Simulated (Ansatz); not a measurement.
Reaction (substitution at a C–B bond): `B[CH2][SnH2][F]` + H–F → `F[CH2][SnH2][F]` + BH₃

Computed with Ansatz on PBE0-D4/def2-TZVP structures; ΔE is electronic, products minus reactants. CCSD(T)/CBS is the MP2 limit (def2-TZVPP, def2-QZVPP) plus CCSD(T) − MP2 in def2-TZVPP, frozen cores. This one scheme is used for every species. Functionals use def2-TZVPP. B3LYP here is the variant with VWN-RPA as its local correlation; programs differ in this. Elements past krypton have def2 core potentials. For Sn outer-core shells are correlated without core-valence functions, which leaves a few kJ/mol of doubt a bond. Each species was taken in one conformer, which may not be the lowest.

```csv
level,ΔE (kJ/mol)
B3LYP-D4,143.3
ωB97X-V,141.0
B3LYP,136.7
MP2/def2-TZVPP,171.7
SCS-MP2/def2-TZVPP,154.7
CCSD(T)/def2-TZVPP,157.6
MP2/def2-QZVPP,175.2
SCS-MP2/def2-QZVPP,158.4
```

(1) What does CCSD(T)/CBS give? (An estimate is asked.)

Largest T1 diagnostic among the species: 0.013.

Answers

(1) Computed: +163.5 kJ/mol. The listed levels differ from it by -20.2, -22.5, -26.8, 8.2, -8.8, -5.9, 11.7, -5.1 kJ/mol.

From PBE to PBE0 (25 % exact exchange), in def2-TZVPP and without D4, ΔE moves by +3.2 kJ/mol. The D4 term adds +6.7 kJ/mol with B3LYP and +3.6 kJ/mol with PBE0; it sums over pairs of atoms, weighted by their polarisabilities, and B3LYP, whose exchange is more repulsive, gets the larger term. In def2-TZVPP, CCSD(T) changes the Hartree–Fock value by +36.5 kJ/mol (the triples alone add +4.5 kJ/mol) and MP2 by +50.5 kJ/mol.
